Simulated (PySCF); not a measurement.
## Steps of a relaxation of Au2O(H2O)2

Au2O(H2O)2 (singlet; a saddle point, relaxed within its symmetry). PySCF 2.14.0, RKS B3LYP, Au def2-SVP with ECP60, O def2-SVP, H def2-SVP; non-relativistic Hamiltonian with scalar-relativistic core potentials where named; density fitting; no spin-orbit coupling. Origin of the start: template. Columns: position (Å) and force (eV/Å). Energies are counted from the last step; some of the 8 steps are shown. Forces carry noise of the integration grid, about 0.01 to 0.03 eV/Å.

Run from Python with OMP_NUM_THREADS=2. Where DIIS fails, smearing, a level shift and second-order steps follow.
It took 41 s on 2 threads of Arm Neoverse V2 (shared host), from the converged density of the start.

```xyz
9
step 0  E = 2.037 eV
Au    0.0000    0.0000    1.7028     0.00    0.00    7.18
Au    0.0000    0.0000   -1.7028     0.00    0.00   -7.18
O     0.0000    0.0000    0.0000     0.00    0.00    0.00
O     0.0000    0.0000    3.6828     0.00    0.00    3.10
H     0.7700    0.0000    4.2728     0.10    0.00   -0.38
H    -0.7700    0.0000    4.2728    -0.10    0.00   -0.38
O     0.0000    0.0000   -3.6828     0.00    0.00   -3.10
H     0.7700    0.0000   -4.2728     0.10    0.00    0.38
H    -0.7700    0.0000   -4.2728    -0.10    0.00    0.38
```

```xyz
9
step 2  E = 0.183 eV
Au    0.0000    0.0000    1.8689     0.00    0.00    0.28
Au    0.0000    0.0000   -1.8689     0.00    0.00   -0.28
O     0.0000    0.0000    0.0000     0.00    0.00    0.00
O     0.0000    0.0000    3.9143     0.00    0.00    0.51
H     0.8063    0.0000    4.4378    -0.03    0.00    0.29
H    -0.8063    0.0000    4.4378     0.03    0.00    0.29
O     0.0000    0.0000   -3.9143     0.00    0.00   -0.51
H     0.8063    0.0000   -4.4378    -0.03    0.00   -0.29
H    -0.8063    0.0000   -4.4378     0.03    0.00   -0.29
```

```xyz
9
step 5  E = 0.000 eV
Au    0.0000    0.0000    1.9218     0.00    0.00   -0.06
Au    0.0000    0.0000   -1.9218     0.00    0.00    0.06
O     0.0000    0.0000    0.0000     0.00    0.00    0.00
O     0.0000    0.0000    4.0629     0.00    0.00    0.02
H     0.7906    0.0000    4.6151     0.01    0.00    0.01
H    -0.7906    0.0000    4.6151    -0.01    0.00    0.01
O     0.0000    0.0000   -4.0629     0.00    0.00   -0.02
H     0.7906    0.0000   -4.6151     0.01    0.00   -0.01
H    -0.7906    0.0000   -4.6151    -0.01    0.00   -0.01
```

**Question.** Where does the relaxation end?

**Answer.** It converges at step 7 in D2h:
```xyz
9
step 7  E = 0
Au    0.0000    0.0000    1.9210
Au    0.0000    0.0000   -1.9210
O     0.0000    0.0000    0.0000
O     0.0000    0.0000    4.0666
H     0.7906    0.0000    4.6191
H    -0.7906    0.0000    4.6191
O     0.0000    0.0000   -4.0666
H     0.7906    0.0000   -4.6191
H    -0.7906    0.0000   -4.6191
```

**Question.** How did the contacts change?

**Answer.** 
```csv
contact,start (Å),end (Å)
Au1–O3 (O),1.703,1.921
Au1–O4 (H2O),1.980,2.146
Au2–O7 (H2O),1.980,2.146
```
